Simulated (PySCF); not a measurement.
**Continuum solvent and chemical shifts**

Geometry:
```tsv
atom	x (Å)	y (Å)	z (Å)
C1	4.422	-1.914	-0.921
C2	3.082	-1.403	-0.794
C3	1.947	-0.970	-0.685
P4	0.374	-0.350	-0.531
C5	-0.696	-0.754	0.882
C6	-2.170	-1.104	0.744
C7	-2.801	-0.979	-0.634
C8	-0.152	0.676	0.867
C9	-1.026	1.891	0.660
C10	-0.240	3.130	0.272
H11	5.085	-1.438	-0.182
H12	4.814	-1.702	-1.928
H13	4.439	-3.003	-0.761
H14	-0.283	-0.078	-1.741
H15	-0.147	-1.395	1.584
H16	-2.287	-2.140	1.095
H17	-2.714	-0.476	1.471
H18	-2.318	-1.655	-1.358
H19	-3.861	-1.264	-0.588
H20	-2.767	0.044	-1.038
H21	0.678	0.836	1.570
H22	-1.556	2.055	1.615
H23	-1.812	1.680	-0.081
H24	0.523	3.377	1.026
H25	-0.906	3.999	0.177
H26	0.273	2.996	-0.694
```

Total charge +1.

GIAO PBE0/pcSseg-1 in PySCF 2.14.0 with density-fitted response routines on one PBE0-D3(BJ)/def2-SVP conformer, non-relativistic, equivalent nuclei averaged. Solvents enter as an IEF-PCM continuum (chloroform with ε = 4.7, acetone with ε = 20.5) around the gas-phase geometry. Shifts are referred to TMS computed in the same medium.

Gas phase, δ in ppm: C2 132.2, C3 51.2, C5/C8 41.1, C6/C9 19.2, C7/C10 16.2, C1 6.9, H14 4.78, H15/H21 2.95, H11/H12/H13 2.59, H16/H22 2.33, H17/H23 1.55, H18/H19/H20/H24/H25/H26 1.22. Dipole moment 2.48 D.

Problem. How does each δ change in the continuum?

Solution. 
```json
{"atoms": "C2", "environment": "alkyne carbon", "Δδ, chloroform": "-2.9", "Δδ, acetone": "-4.0"}
{"atoms": "C3", "environment": "alkyne carbon", "Δδ, chloroform": "+3.4", "Δδ, acetone": "+4.7"}
{"atoms": "C5/C8", "environment": "three-membered-ring carbon", "Δδ, chloroform": "-0.4", "Δδ, acetone": "-0.6"}
{"atoms": "C6/C9", "environment": "sp3 CH2", "Δδ, chloroform": "+0.8", "Δδ, acetone": "+1.0"}
{"atoms": "C7/C10", "environment": "methyl carbon", "Δδ, chloroform": "+0.3", "Δδ, acetone": "+0.3"}
{"atoms": "C1", "environment": "propargylic methyl carbon", "Δδ, chloroform": "+0.2", "Δδ, acetone": "+0.2"}
{"atoms": "H14", "environment": "hydrogen on a phosphorus bonded to 3 C, in a 3-membered ring", "Δδ, chloroform": "+0.40", "Δδ, acetone": "+0.57"}
{"atoms": "H15/H21", "environment": "hydrogen on a three-membered-ring carbon", "Δδ, chloroform": "+0.13", "Δδ, acetone": "+0.17"}
{"atoms": "H11/H12/H13", "environment": "hydrogen on a propargylic methyl carbon", "Δδ, chloroform": "-0.06", "Δδ, acetone": "-0.08"}
{"atoms": "H16/H22", "environment": "hydrogen on an sp3 CH2", "Δδ, chloroform": "-0.08", "Δδ, acetone": "-0.11"}
{"atoms": "H17/H23", "environment": "hydrogen on an sp3 CH2", "Δδ, chloroform": "+0.05", "Δδ, acetone": "+0.06"}
{"atoms": "H18/H19/H20/H24/H25/H26", "environment": "hydrogen on a methyl carbon", "Δδ, chloroform": "-0.10", "Δδ, acetone": "-0.13"}
```

Changes are relative to the gas phase. The dipole moment becomes 2.51 D in chloroform, 2.53 D in acetone.

Problem. Which of the listed nuclei move most (in ppm), and what does the model miss?

Solution. C3 (alkyne carbon, +4.7 ppm) in acetone. A continuum only polarises the solute; specific hydrogen bonds, the anisotropy of aromatic solvents and changes of geometry or conformer are outside it, as are counter-ions.
